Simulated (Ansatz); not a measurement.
`[F][Hf]([F])([F])[Cl]` + CH₃NH₂ → `C[NH][Hf]([F])([F])[F]` + HCl at 700 K and 1 bar (ligand exchange at the Hf–Cl bond).

Computed with Ansatz on PBE0-D4/def2-TZVP structures; ΔE is electronic, products minus reactants. CBS: MP2 limit from def2 TZ/QZ plus the TZ coupled-cluster correction, frozen cores. This one scheme is used for every species. Elements past krypton have def2 core potentials. For Hf outer-core shells are correlated without core-valence functions, which leaves a few kJ/mol of doubt a bond. Each species was taken in one conformer, which may not be the lowest.

```tsv
species	CCSD(T)/CBS energy (Eh)	H − E (kJ/mol)	S (J/(mol·K))
`[F][Hf]([F])([F])[Cl]`	-807.38599	78.8	435.8
CH₃NH₂	-95.75281	207.6	296.6
`C[NH][Hf]([F])([F])[F]`	-442.72332	242.3	536.3
HCl	-460.38127	38.4	211.8
```

H − E and S are ideal-gas, rigid-rotor, harmonic terms from PBE0-D4/def2-TZVP, for one conformer and one mirror image of each species. 1 Eh = 2625.50 kJ/mol, R = 8.31446 J/(mol·K).

Task: By hand: ΔE, ΔH, ΔS and ΔG.

Result: ΔE = (-442.72332) + (-460.38127) − (-807.38599) − (-95.75281) = 0.03421 Eh = 89.8 kJ/mol. Δ(H − E) = 242.3 + 38.4 − 78.8 − 207.6 = -5.7, so ΔH = 84.1 kJ/mol. ΔS = 536.3 + 211.8 − 435.8 − 296.6 = 15.7 J/(mol·K). ΔG = 84.1 − 700 × (15.7)/1000 = 73.1 kJ/mol.

Task: By hand: the equilibrium constant, and the temperature at which ΔG would vanish if ΔH and ΔS stayed fixed.

Result: log₁₀ K = −ΔG/(RT ln 10) = -5.5. ΔG = 0 at ΔH/ΔS = 5357 K, far beyond where these terms or the molecules hold.

ΔH outweighs TΔS. A doubt of 5 kJ/mol in ΔE shifts log₁₀ K by 0.4 here. Other conformers and mirror images would add mixing entropy, several J/(mol·K) or more a flexible species. Modes under 60 cm⁻¹, often nearly free rotors, make the harmonic entropy too high. These are equilibria of isolated gas molecules and say nothing of rates. Largest T1 diagnostic: 0.016 (customary marks: 0.02 for closed shells, 0.045 for open ones).
